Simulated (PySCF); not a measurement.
Gas-phase reaction: W2O6 + 2 H2O ⇌ 2 WO2(OH)2

Computed with PySCF and rigid-rotor harmonic-oscillator thermochemistry at 1 bar. † marks an energy on the PBE0/def2-TZVP geometry and frequencies. CCSD(T) freezes the core. All species are closed-shell singlets. B3LYP is the form with VWN-RPA correlation. W: scalar-relativistic def2 core potential, no spin-orbit coupling. W2O6: computed as isolated molecules; such fragments, hydroxides, amides, oligomers or adducts are transient or little studied in the gas. CCSD(T) isn't extrapolated to the basis-set limit. Warning, large T1 diagnostic: W2O6, WO2(OH)2 (CCSD(T)/def2-SVP†).

```csv
level,"ΔH°(298 K), kJ"
B3LYP/def2-TZVP†,-187
CCSD(T)/def2-SVP†,-168
HF/def2-TZVP†,___
PBE/def2-TZVP†,___
ωB97M-V/def2-TZVP†,-179
ωB97X-V/def2-TZVP†,___
```

Fill in the missing entries.


- HF/def2-TZVP†, ΔH°(298 K), kJ: -193
- PBE/def2-TZVP†, ΔH°(298 K), kJ: -179
- ωB97X-V/def2-TZVP†, ΔH°(298 K), kJ: -182
